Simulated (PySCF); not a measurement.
Correlation energy of Cl¹⁵⁺ (chlorine, charge +15)

1s2, closed-shell 1S. Calculation: PySCF 2.14, in an even-tempered Gaussian basis (17 s from 11 bohr⁻², ratio 2.2; 7 p from 17 bohr⁻², ratio 2.4; 4 d from 50 bohr⁻², ratio 2.4; 3 f from 75 bohr⁻², ratio 2.4; 3 g from 110 bohr⁻², ratio 2.4); scalar relativity by spin-free X2C-1e. Frozen: nothing; 2 electrons correlated; the 12 highest virtual orbitals of each spin left out.

With two correlated electrons CCSD is exact within the correlated space (frozen core and kept virtual orbitals).

```
level  correlation energy (mhartree)
 CCSD                         -46.66
```

Diagnostics: T1 = 9.5e-06, D1 = 0.0000, largest double amplitude 0.002.

**Question.** Is a single reference adequate?

**Answer.** Yes, within this model without spin-orbit coupling: T1 lies below 0.03 and no double amplitude reaches 0.07.
